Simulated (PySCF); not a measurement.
B(F)2(SH) (BF2HS), SMILES SB(F)F. Atoms are numbered in the order given.

```xyz
5

B      0.0014    -0.4648     0.0000
F      1.1123    -1.1820     0.0000
F     -1.1589    -1.1041     0.0000
S      0.1027     1.3360     0.0000
H     -1.2305     1.5230     0.0000
```
Charge 0, spin multiplicity 1.

Coordinates come from a ωB97X-D3(BJ)/def2-SVP optimisation. The values are those of a single conformer.

All values below come from PBE0/pcSseg-2 run with PySCF.

GIAO shieldings, no solvent; atoms listed in one row are averaged. δ = σ(ref) − σ: ¹¹B against BF3 (σ = 88.8 ppm); ¹⁹F against CFCl3 (σ = 165.8 ppm); ³³S against H2S (σ = 711.3 ppm); ¹H against TMS (σ = 31.54 ppm), references at their B3LYP-D3(BJ)/def2-TZVP geometries, non-relativistic.

Estimate the chemical shifts. (An estimate is asked for; the answer gives what the named calculation found.)


```csv
nucleus,atoms,count,δ (ppm)
¹¹B,B1,1,19.1
¹⁹F,F3,1,-76.3
¹⁹F,F2,1,-85.0
³³S,S4,1,55.8
¹H,H5,1,2.05
```
